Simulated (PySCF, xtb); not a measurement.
Sn(Me)(Cl)3 (CH3Cl3Sn), SMILES [CH3][Sn]([Cl])([Cl])[Cl].

xtb 6.7.1 with GFN2-xTB at its own geometry gives an orbital gap of 3.05 eV and a dipole moment of 4.07 D.

Coordinates come from a B3LYP-D3(BJ)/def2-SVP optimisation. The isomer is the one that the SMILES or the coordinates give; other isomers of the formula were not compared. The def2 effective core potentials stand for the cores of Sn; spin–orbit coupling is left out.

Q: What does r2SCAN/def2-TZVP (PySCF) give? (An estimate is asked for; the answer gives what the named calculation found.)

A: gap 4.95 eV (levels -8.12 and -3.17 eV), dipole 3.58 D.
